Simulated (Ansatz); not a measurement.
Born–Oppenheimer molecular dynamics of C$_{2}$H$_{10}$FNSi$_{2}$ (16 atoms, charge 0, multiplicity 1). It starts from a relaxed structure.

These are results of Ansatz, RKS PBE-D4/STO-3G, not measurements.

```
ensemble        : NVT, Nosé–Hoover chain
time step       : 1 fs
steps asked     : 227
set temperature : 100 K
thermostat      : time constant 100 fs, chain length 3 (defaults)
seed            : 60280
```

First frame:

```xyz
16
Properties=species:S:1:pos:R:3
C 0.816 -2.148 0.549
Si 0.844 -0.727 -0.683
C 0.074 0.856 0.120
N 0.308 1.995 -0.896
F 0.692 1.145 1.379
Si -1.845 0.707 0.303
H 1.293 -3.049 0.129
H -0.217 -2.416 0.829
H 1.355 -1.881 1.473
H 2.219 -0.436 -1.071
H 0.084 -1.085 -1.873
H 1.372 2.138 -0.896
H -0.011 2.882 -0.382
H -2.438 0.284 -0.957
H -2.405 1.992 0.694
H -2.165 -0.280 1.324
```

How far do the bonds stretch over the last three quarters of this one trajectory? (Pairs bonded in most of those frames.)


```json
{"bond": "C1–Si2", "mean (Å)": "1.882", "spread (Å)": "0.010", "shortest": "1.86", "longest": "1.91"}
{"bond": "C1–H7", "mean (Å)": "1.103", "spread (Å)": "0.010", "shortest": "1.08", "longest": "1.12"}
{"bond": "C1–H8", "mean (Å)": "1.104", "spread (Å)": "0.015", "shortest": "1.07", "longest": "1.13"}
{"bond": "C1–H9", "mean (Å)": "1.104", "spread (Å)": "0.016", "shortest": "1.07", "longest": "1.14"}
{"bond": "Si2–C3", "mean (Å)": "1.940", "spread (Å)": "0.015", "shortest": "1.91", "longest": "1.96"}
{"bond": "Si2–H10", "mean (Å)": "1.461", "spread (Å)": "0.032", "shortest": "1.41", "longest": "1.50"}
{"bond": "Si2–H11", "mean (Å)": "1.458", "spread (Å)": "0.022", "shortest": "1.42", "longest": "1.50"}
{"bond": "C3–N4", "mean (Å)": "1.547", "spread (Å)": "0.017", "shortest": "1.51", "longest": "1.57"}
{"bond": "C3–F5", "mean (Å)": "1.432", "spread (Å)": "0.008", "shortest": "1.41", "longest": "1.45"}
{"bond": "C3–Si6", "mean (Å)": "1.933", "spread (Å)": "0.013", "shortest": "1.91", "longest": "1.97"}
{"bond": "N4–H12", "mean (Å)": "1.075", "spread (Å)": "0.011", "shortest": "1.06", "longest": "1.09"}
{"bond": "N4–H13", "mean (Å)": "1.074", "spread (Å)": "0.011", "shortest": "1.05", "longest": "1.09"}
{"bond": "Si6–H14", "mean (Å)": "1.455", "spread (Å)": "0.009", "shortest": "1.44", "longest": "1.47"}
{"bond": "Si6–H15", "mean (Å)": "1.456", "spread (Å)": "0.011", "shortest": "1.44", "longest": "1.48"}
{"bond": "Si6–H16", "mean (Å)": "1.456", "spread (Å)": "0.009", "shortest": "1.44", "longest": "1.47"}
```

Mean temperature of the second half: 72 K. The conserved energy stayed within 0.41 meV per atom of its start (net change 0.32 meV per atom), so the integration is sound. The mean temperature of the second half is 28 % below the set value. A run of 0.23 ps of so small a system gives no equilibrium averages. Limits of this set-up: minimal basis.

The run took 9.9 min on 1 thread of Arm Neoverse V2, with other jobs on the host, peak memory 0.092 GiB.
